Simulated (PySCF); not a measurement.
Unknowns

Computed data (PySCF 2.14.0 with density-fitted response routines): shielding tensors at PBE0/pcSseg-1 (GIAO), structure optimised with GFN2-xTB. Isolated molecule, one averaged value for each set of equivalent atoms, non-relativistic, one conformer.

Shifts are taken against calculated references (same method and geometry level): 1H, 13C against TMS. Splittings of carbon signals by F and P are missing where no couplings were computed. Where no couplings were computed, multiplicities follow the n + 1 count of equivalent neighbours, and m marks all less simple cases (inequivalent or close neighbours, rings, F or P nearby). Shifts are as computed. Against solution values, carbons near 30 ppm lie about +3 ppm off and those near 130 ppm about +5 ppm. Of 1211 compounds with measured shifts, 218 miss one by over three times the rms of a fit or turn the order of signals round; such compounds aren't used in these exercises.

**Question.** C4H9F3Si2. 1H NMR (300 MHz, computed): δ 4.96 (m, 2H), 4.72 (m, 2H), 2.30 (m, 2H), 1.60 (m, 1H), 0.63 (m, 1H), 0.51 (m, 1H). 13C{1H} NMR (computed): δ 137.1, 38.6, 10.1, -7.4. Identify the compound.

**Answer.** `FC(F)(F)CC1[SiH2]C[SiH2]1`. Rings plus π bonds: 1 (1 ring in the answer). 4 carbon signals for 4 carbons: no two carbons are equivalent. Carbon types of the structure: 1 × C, 1 × CH, 2 × CH2, leaving 4 H on heteroatoms. δC 137.1: CF3 carbon; 3 electronegative neighbours deshield it. δC 38.6: sp3 CH2; aliphatic region, no heteroatom directly attached. δC 10.1: sp3 CH bonded to 2 Si; an electropositive neighbour leaves it electron-rich and shielded. δC -7.4: sp3 CH2 bonded to 2 Si; an electropositive neighbour leaves it electron-rich and shielded.

The shifts were computed for this structure.

**Question.** C7H8OP2. 1H NMR (500 MHz, computed): δ 10.05 (m, 2H), 3.48 (m, 3H), 2.82 (s, 3H). 13C{1H} NMR (computed): δ 226.3 (C), 200.8 (C), 164.1 (CH), 137.8 (C), 31.6 (CH3), 28.4 (CH3). Identify the compound.

**Answer.** SMILES c1c(C(C)=O)cpc(C)p1. 6 carbon signals for 7 carbons: some carbons are equivalent by symmetry or fast rotation. Carbon types of the structure: 3 × C, 2 × CH, 2 × CH3, which accounts for all hydrogens. δC 226.3, 137.8: substituted aromatic carbon. δC 200.8: ketone carbonyl carbon; low-lying n→π* states of the double bond to the heteroatom give a large paramagnetic term (-260 ppm). δC 164.1: aromatic CH. δH 10.05: hydrogen on an aromatic CH; ring current plus the deshielding of an ortho carbonyl group.

The shifts were computed for this structure.
